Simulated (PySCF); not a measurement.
Gas-phase reaction: 2 SnHCl + 2 H = SnCl2 + SnH4

Computed with PySCF (xtb for GFN2) and rigid-rotor harmonic-oscillator thermochemistry at 1 bar. † marks an energy on the PBE0/def2-TZVP geometry and frequencies; other levels use their own. MP2 and CCSD(T) freeze the core. Open shells (unrestricted): H (multiplicity 2); the rest are closed-shell singlets. GFN2 has no spin-polarisation term. Sn: scalar-relativistic def2 core potential, no spin-orbit coupling. SnHCl: computed as isolated molecules; such fragments, hydroxides, amides, oligomers or adducts are transient or little studied in the gas. MP2 isn't extrapolated to the basis-set limit; its ΔH°(298 K) is -504.8 kJ in def2-SVP and -516.1 kJ in def2-TZVPP. CCSD(T) isn't extrapolated to the basis-set limit; its ΔH°(298 K) is -515.8 kJ in def2-SVP and -537.5 kJ in def2-TZVPP. The harmonic model lacks anharmonicity and excited electronic states, which grow with temperature; levels with a mode under 35 cm⁻¹ are left out. Soft modes under 120 cm⁻¹ make the harmonic entropy rough for SnCl2.

```json
[
 {"level": "BLYP/def2-TZVP†", "ΔE electronic, kJ": "-531", "ΔH°(298 K), kJ": "-500", "ΔS°(298 K), J/K": "-243", "ΔG°(800 K), kJ": "-300"},
 {"level": "CCSD(T)/def2-SVP†", "ΔE electronic, kJ": "-547", "ΔH°(298 K), kJ": "-516", "ΔS°(298 K), J/K": "-243", "ΔG°(800 K), kJ": "-316"},
 {"level": "GFN2-xTB", "ΔE electronic, kJ": "-529", "ΔH°(298 K), kJ": "-493", "ΔS°(298 K), J/K": "-246", "ΔG°(800 K), kJ": "-289"},
 {"level": "HF/def2-TZVP†", "ΔE electronic, kJ": "-451", "ΔH°(298 K), kJ": "-420", "ΔS°(298 K), J/K": "-243", "ΔG°(800 K), kJ": "-220"},
 {"level": "M06-2X/def2-TZVP†", "ΔE electronic, kJ": "-548", "ΔH°(298 K), kJ": "-516", "ΔS°(298 K), J/K": "-243", "ΔG°(800 K), kJ": "-317"},
 {"level": "MP2/def2-TZVPP†", "ΔE electronic, kJ": "-547", "ΔH°(298 K), kJ": "-516", "ΔS°(298 K), J/K": "-243", "ΔG°(800 K), kJ": "-316"},
 {"level": "PBE/def2-SVP", "ΔE electronic, kJ": "-538", "ΔH°(298 K), kJ": "-508", "ΔS°(298 K), J/K": "-242", "ΔG°(800 K), kJ": "-309"},
 {"level": "PBE0/def2-SVP†", "ΔE electronic, kJ": "-548", "ΔH°(298 K), kJ": "-517", "ΔS°(298 K), J/K": "-243", "ΔG°(800 K), kJ": "-317"},
 {"level": "PBE0/def2-TZVP", "ΔE electronic, kJ": "-550", "ΔH°(298 K), kJ": "-518", "ΔS°(298 K), J/K": "-243", "ΔG°(800 K), kJ": "-319"},
 {"level": "ωB97M-V/def2-TZVP†", "ΔE electronic, kJ": "-565", "ΔH°(298 K), kJ": "-534", "ΔS°(298 K), J/K": "-243", "ΔG°(800 K), kJ": "-334"},
 {"level": "ωB97X-V/def2-TZVP†", "ΔE electronic, kJ": "-571", "ΔH°(298 K), kJ": "-539", "ΔS°(298 K), J/K": "-243", "ΔG°(800 K), kJ": "-340"}
]
```
ΔH° is lowest at ωB97X-V/def2-TZVP† and highest at HF/def2-TZVP†. No reference value is set beside these.
